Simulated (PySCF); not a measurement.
Cl$_{2}$OTa, doublet, at a GFN2-xTB geometry (such geometries of metal compounds can be far from the true shape) (the multiplicity is a formal guess) (core potentials on Ta); PySCF with SVWN5/def2-SVP.

Input for PySCF:
```python
from pyscf import gto, scf, dft

mol = gto.M(
    atom='''
Ta   -0.16574154   -0.14786871   -0.03004615
O    -1.42197494   -1.26863555   -0.25778010
Cl   -0.33742720    1.93896960   -0.71580246
Cl    1.71830554   -0.70699898    0.96613244
''',
    basis='def2-svp',
    ecp={'Ta': 'def2-svp'},
    spin=1,
    verbose=4,
)

mf = dft.UKS(mol)
mf.xc = 'lda,vwn'
mf.grids.atom_grid = (150, 974)
mf.kernel()
```

The log (banner, timings and long lists left out):

```
PySCF version 2.14.0

[INPUT] verbose = 4
[INPUT] num. atoms = 4
[INPUT] num. electrons = 55
[INPUT] charge = 0
[INPUT] spin (= nelec alpha-beta = 2S) = 1
[INPUT] symmetry False subgroup None
[INPUT] Mole.unit = angstrom
[INPUT] Symbol           X                Y                Z      unit          X                Y                Z       unit  Magmom
[INPUT]  1 Ta    -0.165741540000  -0.147868710000  -0.030046150000 AA   -0.313206118064  -0.279431364293  -0.056778994598 Bohr   0.0
[INPUT]  2 O     -1.421974940000  -1.268635550000  -0.257780100000 AA   -2.687143192595  -2.397373741387  -0.487133789363 Bohr   0.0
[INPUT]  3 Cl    -0.337427200000   1.938969600000  -0.715802460000 AA   -0.637644994979   3.664121507857  -1.352670608690 Bohr   0.0
[INPUT]  4 Cl     1.718305540000  -0.706998980000   0.966132440000 AA    3.247126868923  -1.336034442547   1.825725711658 Bohr   0.0

nuclear repulsion = 221.468029766746
number of shells = 34
number of NR pGTOs = 153
number of NR cGTOs = 82
basis = def2-svp
ecp = {'Ta': 'def2-svp'}

******** <class 'pyscf.dft.uks.UKS'> ********
method = UKS
initial guess = minao
damping factor = 0
level_shift factor = 0
DIIS = <class 'pyscf.scf.diis.CDIIS'>
diis_start_cycle = 1
diis_space = 8
diis_damp = 0
SCF conv_tol = 1e-09
SCF conv_tol_grad = None
SCF max_cycles = 50
direct_scf = True
direct_scf_tol = 1e-13
number electrons alpha = 28  beta = 27
XC library pyscf.dft.libxc version 7.1.2
    S. Lehtola, C. Steigemann, M. J. T. Oliveira, and M. A. L. Marques,  SoftwareX 7, 1–5 (2018)
XC functionals = lda,vwn
    P. A. M. Dirac,  Math. Proc. Cambridge Philos. Soc. 26, 376 (1930)
    F. Bloch,  Z. Phys. 57, 545 (1929)
    S. H. Vosko, L. Wilk, and M. Nusair,  Can. J. Phys. 58, 1200 (1980)
radial grids:
    Treutler-Ahlrichs [JCP 102, 346 (1995); DOI:10.1063/1.469408] (M4) radial grids

becke partition: Becke, JCP 88, 2547 (1988); DOI:10.1063/1.454033
pruning grids: <function nwchem_prune>
grids dens level: 3
symmetrized grids: False
atomic radii adjust function: <function treutler_atomic_radii_adjust>
User specified grid scheme (150, 974)
small_rho_cutoff = 0
Set gradient conv threshold to 3.16228e-05
tot grids = 299400
init E= -1036.29841832096

cycle= 1 E= -1047.88493698964  delta_E= -11.6  |g|= 1.35  |ddm|= 5.64
cycle= 2 E= -1036.99716011497  delta_E= 10.9  |g|= 3.09  |ddm|= 7.74
cycle= 3 E= -1047.73131355843  delta_E= -10.7  |g|= 1.53  |ddm|= 7.37
cycle= 4 E= -1048.8257282294  delta_E= -1.09  |g|= 0.214  |ddm|= 1.26
cycle= 5 E= -1048.84460221158  delta_E= -0.0189  |g|= 0.153  |ddm|= 0.435
cycle= 6 E= -1048.85652837294  delta_E= -0.0119  |g|= 0.0248  |ddm|= 0.165
cycle= 7 E= -1048.8567962241  delta_E= -0.000268  |g|= 0.00623  |ddm|= 0.0332
cycle= 8 E= -1048.85681513516  delta_E= -1.89e-05  |g|= 0.00104  |ddm|= 0.00675
cycle= 9 E= -1048.85681562176  delta_E= -4.87e-07  |g|= 0.000468  |ddm|= 0.00124
cycle= 10 E= -1048.85681571434  delta_E= -9.26e-08  |g|= 0.000152  |ddm|= 0.000322
cycle= 11 E= -1048.85681572551  delta_E= -1.12e-08  |g|= 1.75e-05  |ddm|= 0.000133
cycle= 12 E= -1048.85681572567  delta_E= -1.65e-10  |g|= 1.47e-05  |ddm|= 3.71e-05
Extra cycle  E= -1048.85681572407  delta_E= 1.6e-09  |g|= 6.47e-05  |ddm|= 5.45e-05
converged SCF energy = -1048.85681572407  <S^2> = 0.75357325  2S+1 = 2.0035701
```
